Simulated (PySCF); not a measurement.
## How methods differ on the excitation energy of Be

Be [He] 2s2 (1S) → Be [He] 2p2 (3P), as a difference of total energies. All numbers are calculated (PySCF 2.14, no relativity, point nucleus, in aug-cc-pVDZ). Correlated levels: valence: 1s2 frozen. The calculations carry no spin-orbit coupling.

Order these methods by the excitation energy they give, lowest first.
A. B2PLYP
B. r2SCAN
C. r2SCAN0
D. SCS-MP2 (valence)

B (6.089 eV), C (6.321 eV), A (6.756 eV), D (7.265 eV).

Errors of the correlated levels include the incompleteness of this basis and the frozen core.

For comparison: 7.401 eV (measured; NIST levels, between the centres of gravity of the two terms).
